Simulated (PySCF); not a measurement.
# Spinor energies of N⁴⁺ (nitrogen, charge +4)

Start: [He] 2s1; 2s1/2 filled at m_j = +1/2. Calculated with PySCF 2.14 in x2c-SVPall-2c: generalised Hartree-Fock with the X2C-1e Hamiltonian and a Gaussian nucleus; one run each with spin-orbit coupling (SO) switched off, then screened by Boettger's factors.

```
spinor shell  electrons  ε, spin-free (eV)  ε, screened SO (eV)  weight of nominal j (screened SO)  rms radius, screened SO (bohr)
       1s1/2          2            -522.61              -522.61                              1.000                           0.263
       2s1/2          1            -96.498              -96.498                              1.000                            1.18
```

```csv
quantity,spin-free,screened SO
E (hartree),-48.28785,-48.28785
M_J,1/2,1/2
⟨J²⟩,0.750,0.750
⟨L²⟩,0.000,0.000
⟨S²⟩,0.750,0.750
```

Each row is a mean over spinors that exchange with the open shell spreads, by up to 2.661 eV (1s1/2).

Without spin-orbit coupling the j labels of p, d and f shells carry no meaning; the spin-free column gives the mean over the occupied spinors of each nl shell.
